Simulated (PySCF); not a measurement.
GeH₄OSe, SMILES O[Se][GeH3]. Atoms are numbered in the order given.

```xyz
7

Se     0.5722    -0.5250     0.7659
O      0.4942    -1.9343    -0.4439
H      1.2956    -1.8163    -0.9936
Ge    -0.6839     0.9767    -0.5902
H     -0.7993     2.3126     0.1925
H      0.0627     1.1991    -1.9327
H     -2.0851     0.3772    -0.8681
```

Coordinates come from a PBE-D3(BJ)/def2-SVP optimisation. This is a generated structure with no PubChem entry under its InChIKey; it may be hypothetical. The values are those of a single conformer.

Method: TDA-B3LYP/def2-SVPD (PySCF 2.14.0).

Vertical excitations. Isolated molecule, no solvent.

Computed UV-visible absorptions:
| state | energy (eV) | λ (nm) | f | main pairs |
|---|---|---|---|---|
| S1 | 3.53 | 351 | 0.002 | HOMO→LUMO 99 % |
| S2 | 4.62 | 268 | 0.001 | HOMO−1→LUMO 97 % |
| S3 | 4.85 | 256 | 0.012 | HOMO→LUMO+1 98 % |
| S4 | 5.51 | 225 | 0.014 | HOMO→LUMO+2 98 % |
| S5 | 6.28 | 197 | 0.106 | HOMO−1→LUMO+1 66 %, HOMO→LUMO+4 21 % |
| S6 | 6.52 | 190 | 0.027 | HOMO→LUMO+3 88 % |
| S7 | 6.64 | 187 | 0.005 | HOMO−1→LUMO+2 35 %, HOMO→LUMO+4 34 %, HOMO−2→LUMO 20 % |
| S8 | 6.70 | 185 | 0.001 | HOMO−1→LUMO+2 56 %, HOMO−2→LUMO 20 % |
| S9 | 6.71 | 185 | 0.003 | HOMO→LUMO+5 82 % |
| S10 | 6.88 | 180 | 0.028 | HOMO→LUMO+6 89 % |
| T1 | 2.77 | 447 | 0 | HOMO→LUMO 98 % |
| T2 | 3.93 | 315 | 0 | HOMO−1→LUMO 97 % |
| T3 | 4.34 | 286 | 0 | HOMO→LUMO+1 97 % |
| T4 | 5.37 | 231 | 0 | HOMO→LUMO+2 98 % |
Triplets are in the Tamm–Dancoff approximation.
